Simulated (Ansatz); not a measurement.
Species: AlNH$_{3}$Cl, charge 0, singlet. AlNH3Cl (SMILES [NH2][AlH][Cl]).
B3LYP-D3(BJ)/def2-TZVP minimum from Ansatz (a quantum-chemistry and plane-wave program):
```xyz
6

Al    -0.2668    -0.6566    -0.2774
H     -1.1720    -1.3711    -1.3334
Cl    -0.1081     1.4440    -0.2418
N      0.6534    -1.5607     0.9192
H      1.2503    -1.1500     1.6200
H      0.6544    -2.5659     0.9965
```
Charge 0, spin multiplicity 1.

Atomisation energy term by term, kcal/mol (programs: Ansatz). Open shells are spin-unrestricted; no spin-orbit coupling. Cores are frozen in correlated methods. Rows without X2C or -DK are non-relativistic. CBS(X,Y): correlation extrapolated as X^-3, Hartree-Fock from the larger set (Q,5: extrapolated as (X+1)exp(-9√X)). A bracket is a step between two methods taken in the basis named. '+ core + X2C': CCSD(T) terms for core correlation (cc-pwCVTZ, 1s frozen past Ne) and scalar relativity (cc-pVTZ-DK). For partners of very few electrons the exact lower level stands in for a higher one.

| term | basis | kcal/mol |
|---|---|---|
| Hartree-Fock | CBS(cc-pV(Q+d)Z,cc-pV(5+d)Z) | 328.93 |
| CCSD correlation | CBS(cc-pV(Q+d)Z,cc-pV(5+d)Z) | 120.76 |
| (T) | CBS(cc-pV(Q+d)Z,cc-pV(5+d)Z) | 7.52 |
| CCSDT(Q) - CCSD(T) | cc-pV(D+d)Z | 0.44 |
| core correlation | cc-pwCVTZ | 0.17 |
| scalar relativity | X2C, cc-pVTZ-DK | -1.02 |
| sum: De |  | 456.8 |
